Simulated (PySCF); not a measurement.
PySCF input for Al(Me)(H) (CH4Al), SMILES [CH3][AlH], multiplicity 2, PBE0/pcH-1. Geometry optimised at ωB97X-D3(BJ)/def2-TZVP. The multiplicity is an assumed one; other spin states were not compared. The isomer is the one that the SMILES or the coordinates give; other isomers of the formula were not compared.

```python
import numpy as np
from pyscf import gto, scf, dft
from pyscf.prop.hfc import uks as hfc
from pyscf.prop.gtensor import uks as gtensor

mol = gto.M(
    atom='''
    Al    0.13885296    0.77849996   -0.00000000
    C    -0.04313323   -1.17799632    0.00000000
    H    -0.61813623   -1.48764664    0.88086977
    H    -0.61813623   -1.48764664   -0.88086978
    H     0.90324285   -1.72121731   -0.00000000
    H    -1.21325949    1.64398910    0.00000000
    ''',
    basis='pcH-1',
    charge=0,
    spin=1,
    max_memory=1600,
    verbose=3,
)
mf = dft.UKS(mol, xc='pbe0')
mf.grids.level = 3
mf.conv_tol = 1e-10
mf.max_cycle = 100
mf.kernel()
fine, coarse = mf.grids, dft.Grids(mol).set(level=1).build(with_non0tab=True)
for _ in range(3):  # follow internal instabilities
    mf.grids = coarse
    mo, _, stable, _ = mf.stability(return_status=True, nroots=4)
    mf.grids = fine
    if stable:
        break
    mf.kernel(mf.make_rdm1(mo, mf.mo_occ))
A = hfc.HFC(mf).make_fcdip(mf.make_rdm1())  # Fermi contact and dipolar terms, MHz
print('atom   A(iso)/MHz   principal dipolar parts/MHz')
for i, a in enumerate(A):
    w = np.linalg.eigvalsh((a + a.T) / 2)
    print(f'{mol.atom_symbol(i):2s}{i + 1:3d} {w.mean():12.2f}', (w - w.mean()).round(2))
gt = gtensor.GTensor(mf)
gt.dia_soc2e, gt.para_soc2e, gt.so_eff_charge = None, None, True
gt.max_cycle_cphf = 60
g = gt.kernel()
```

It prints:

```

WARN: HOMO -0.143919229824398 >= LUMO -0.143919229824405

converged SCF energy = -282.71526271767  <S^2> = 0.75110377  2S+1 = 2.0011035
<class 'pyscf.dft.uks.UKS'> wavefunction is stable in the internal stability analysis
atom   A(iso)/MHz   principal dipolar parts/MHz
Al  1       673.21 [-58.94 -56.1  115.04]
C   2        67.98 [-8.63 -7.33 15.96]
H   3         8.89 [-4.59 -0.46  5.05]
H   4         8.89 [-4.59 -0.46  5.05]
H   5        -0.87 [-5.45 -2.75  8.2 ]
H   6       161.56 [-4.45  0.02  4.43]
SOC(1e)/OZ [-5.57895807e-05 -8.94029897e-03  9.50087582e-04]
free electron g 2.00231930436182
g-tensor total [2.00222645 1.99338537 2.00324522]
g-shift (ppt) [-0.09285226 -8.93393831  0.9259184 ]
```

Self-consistency was reached.
